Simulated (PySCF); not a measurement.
# ORD: `N#C[C@H]1[C@H](S)C12CC2`, C6H7NS

Geometry:
| atom | x (Å) | y (Å) | z (Å) |
| --- | --- | --- | --- |
| N1 | 0.810 | 3.217 | -0.096 |
| C2 | 0.775 | 2.097 | -0.330 |
| C3 | 0.731 | 0.705 | -0.605 |
| C4 | 1.020 | -0.268 | 0.543 |
| S5 | 1.970 | -1.758 | 0.182 |
| C6 | -0.340 | -0.140 | 0.002 |
| C7 | -1.713 | 0.050 | 0.517 |
| C8 | -1.411 | -1.024 | -0.503 |
| H9 | 1.095 | 0.433 | -1.591 |
| H10 | 1.243 | 0.146 | 1.519 |
| H11 | 3.168 | -1.189 | 0.308 |
| H12 | -2.259 | 0.925 | 0.197 |
| H13 | -1.925 | -0.249 | 1.533 |
| H14 | -1.409 | -2.055 | -0.181 |
| H15 | -1.758 | -0.882 | -1.516 |

Computed with TDDFT wB97X-D/def2-SVPD circular dichroism and optical rotation, one conformer, gas phase in PySCF. Geometry: GFN2-xTB.

The molecule is flexible and this is one conformer; a measurement averages over conformers.

Stereocentres: C3 S, C4 S.

Problem. Give the optical rotatory dispersion at 633, 589.3, 546, 436, 405, 365, 355 nm.

Solution. [α] in deg dm⁻¹ (g/mL)⁻¹:
```csv
λ (nm),origin-invariant length gauge,modified velocity gauge,length gauge (centre of mass),isotropic polarisability (au)
633,+71.1,+56.3,+72.2,93.1
589.3,+81.0,+63.7,+82.3,93.4
546,+92.7,+72.3,+94.2,93.9
436,+130.3,+96.8,+133.0,95.7
405,+140.1,+100.4,+143.3,96.6
365,+142.2,+91.4,+146.5,98.1
355,+138.1,+83.7,+142.7,98.5
```

Problem. And for the mirror image at 589.3 nm?

Solution. -81.0 deg dm⁻¹ (g/mL)⁻¹ (origin-invariant length gauge): the same size and the opposite sign.

Problem. What is the molar rotation [Φ] = [α]·M/100 of the geometry above at 589.3 nm?

Solution. With M = 125.19 g/mol, +101.4 deg cm² dmol⁻¹ (origin-invariant length gauge).

The first excitation lies at 5.69 eV (218 nm) with R = -18.6 × 10⁻⁴⁰ esu² cm² (velocity form).
